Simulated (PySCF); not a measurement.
**Relaxation of triplet OsOCl2**

Method: PySCF, UB3LYP, basis Os def2-SVP with ECP60, O def2-SVP, Cl def2-SVP (scalar-relativistic core potentials, no spin–orbit coupling, density fitting). A (50,194) grid was used.

A hand-made T-shaped (ligand arrangement 1) start, of Cs symmetry, held to at least that symmetry:

```xyz
4
charge 0 multiplicity 3, angstrom
Os   -0.1872    0.0000   -0.3004
O    -1.9161    0.0000   -0.2400
Cl   -0.1872    0.0000    1.9796
Cl    2.0914    0.0000   -0.2208
```

Optimiser trace:
| step | E − E(last) (kJ/mol) | largest gradient (Eh/bohr) |
| --- | --- | --- |
| 0 | 75.91 | 0.04489 |
| 1 | 48.85 | 0.02829 |
| 2 | 26.35 | 0.03890 |
| 3 | 16.12 | 0.00903 |
| 4 | 8.89 | 0.01180 |
| 5 | 3.13 | 0.00980 |
| 6 | 0.96 | 0.01241 |
| 7 | 0.54 | 0.01052 |
| 8 | 0.04 | 0.00088 |
| 9 | 0.02 | 0.00044 |
| 10 | 0.00 | 0.00020 |
| 11 | 0.00 | 0.00011 |

It ends at C2v with Os–Cl 2.270 Å (×2), Os–O 1.694 Å; Cl–Os–Cl 91.9°, Cl–Os–O 134.1° (×2). A frequency run shows a minimum. Other isomers or separated fragments may lie lower.

Final geometry:
Z-matrix (Å, degrees; charge 0 multiplicity 3):
```
Os
O  1 1.6940
Cl 1 2.2701 2 134.06
Cl 1 2.2701 2 134.06 3 180.00
```

Other spin states or occupations of the open shell can lie lower. At this level a singlet minimum of C2v symmetry lies 86 kJ/mol below this structure. Spin–orbit coupling, left out here, can matter for elements this heavy.

The relaxation took roughly 3 core-minutes on a shared host.
